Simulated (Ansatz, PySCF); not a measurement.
System: SeCl, net charge 0, doublet state. 
Geometry from a B3LYP-D3(BJ)/def2-TZVP (Ansatz, a program for electronic structure) optimisation:
```xyz
2

Se     0.0000     0.0000    -0.7157
Cl     0.0000     0.0000     1.4313
```
Charge 0, spin multiplicity 2.

Total electronic energies in hartree. Correlated levels leave the core frozen unless marked. UHF or UKS for open shells. No spin-orbit coupling. Frozen are the shells of the preceding noble gas and the d and f shells that filled before the atom's block. Non-relativistic. CBS marks a two-point X^-3 extrapolation of the correlation energy; Hartree-Fock from the larger set. The bracket is a focal-point correction in the basis named.

```csv
level,program,energy (Eh)
HF/def2-QZVPP,Ansatz,-2859.40683
BLYP-D3(BJ)/def2-TZVPD,Ansatz + dftd3,-2861.78983
BLYP/def2-TZVPD,Ansatz,-2861.78680
revPBE-D4/def2-TZVPD,Ansatz + dftd4,-2861.46924
revPBE/def2-TZVPD,Ansatz,-2861.46574
BP86-D4/def2-TZVPD,PySCF + dftd4,-2862.06596
BP86/def2-TZVPD,PySCF,-2862.06407
B97M-V/def2-TZVPD,Ansatz,-2861.18348
B3LYP-D4/def2-TZVPD,Ansatz + dftd4,…
PBE0-D3(BJ)/def2-TZVPD,Ansatz + dftd3,…
TPSSh-D4/def2-TZVPD,PySCF + dftd4,-2861.69226
r2SCANh/def2-TZVPD,Ansatz,-2861.69495
M06-2X/def2-TZVPD,PySCF,-2861.75278
HSE06-D3(BJ)/def2-TZVPD,Ansatz + dftd3,-2861.30498
wB97X/def2-TZVPD,Ansatz,-2861.77236
B2GP-PLYP-D3(BJ)/def2-TZVPD,Ansatz + dftd3,-2861.00623
MP2/def2-SVP,Ansatz,-2859.11012
RI-MP2/def2-TZVPP,Ansatz,-2859.65839
CCSD/6-31G*,Ansatz,-2859.25443
CCSD(T)/6-31G*,Ansatz,-2859.26122
"RI-MP2/CBS(def2-TZVPPD,def2-QZVPPD)+[CCSD(T)-MP2]/def2-SVPD",Ansatz,-2859.8106
"RI-MP2/CBS(def2-TZVPPD,def2-QZVPPD)+[CCSD(T)-MP2]/def2-QZVPPD",Ansatz,-2859.8228
"CCSD(T)/CBS(def2-TZVPPD,def2-QZVPPD)",Ansatz,-2859.8227
```

**Question.** Some entries are withheld; supply them.

**Answer.** 
- B3LYP-D4/def2-TZVPD, energy (Eh): -2861.79715
- PBE0-D3(BJ)/def2-TZVPD, energy (Eh): -2861.30947
